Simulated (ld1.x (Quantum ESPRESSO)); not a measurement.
## Building the TM potential for beryllium (Be) (PBE, scalar-relativistic).

```json
{
 "Element": "Be (Z = 4)",
 "Generator": "ld1.x (Quantum ESPRESSO) 7.5",
 "Type": "norm-conserving Troullier–Martins (Kleinman–Bylander form)",
 "Functional": "PBE",
 "Relativity": "scalar-relativistic",
 "Frozen core": "[He]",
 "Valence charge": "2",
 "Reference configuration": "2s0.5 2p0 (charge +1.5)",
 "Partial waves": "2p (bound, empty): rc 3.10 bohr; 3d channel at 0.05 Ry: rc 2.65 bohr; 2s (bound): rc 1.50 bohr",
 "Local potential": "the s channel",
 "Core correction": "none"
}
```

- Cutoffs needed: 8 Ry and 15 Ry (the cutoffs (Ry, on a coarse ladder) from which the occupation-weighted sum of valence levels, in a spherical-Bessel basis at the reference potential, stays within 10 and 1 mRy of its value at 400 Ry)
- Ghost test: no extra level below or beside the all-electron valence levels (p, d, s, f tested) (spherical-Bessel basis up to 400 Ry, 20 bohr box)
- Largest excitation error: +196 meV (all-electron minus pseudo) for 2s0 2p2, out of 6 test configurations
